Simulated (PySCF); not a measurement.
**How methods differ on the excitation energy of Cl⁺**

Cl⁺ [Ne] 3s2 3p4 (3P) → Cl⁺ [Ne] 3s1 3p5 (3P), as a difference of total energies. All numbers are calculated (PySCF 2.14, scalar relativity by spin-free X2C-1e, in x2c-QZVPPall (9s6p4d2f1g, 70 functions)). Correlated levels: valence: [Ne] frozen; valence and next inner shell: 1s2 frozen. The calculations carry no spin-orbit coupling.

```
                                method  excitation energy (cm⁻¹)  error (cm⁻¹)
                                   UHF                    116720        +23376
                                   LDA                    100100         +6760
                                   PBE                    100630         +7285
                                  PBE0                    104900        +11558
                                r2SCAN                    102840         +9493
                                  MN15                     98336         +4993
                                 wB97X                    105920        +12578
                               r2SCANh                    104140        +10797
                               r2SCAN0                    106090        +12749
                                  ROHF                    116330        +22984
                         MP2 (valence)                    105840        +12495
                     SCS-MP2 (valence)                    104520        +11173
    MP2 (valence and next inner shell)                    105750        +12411
SCS-MP2 (valence and next inner shell)                    104430        +11086
```

Reference: 93343 cm⁻¹ (measured; NIST levels, between the centres of gravity of the two terms).

Errors of the correlated levels include the incompleteness of this basis and the frozen core.
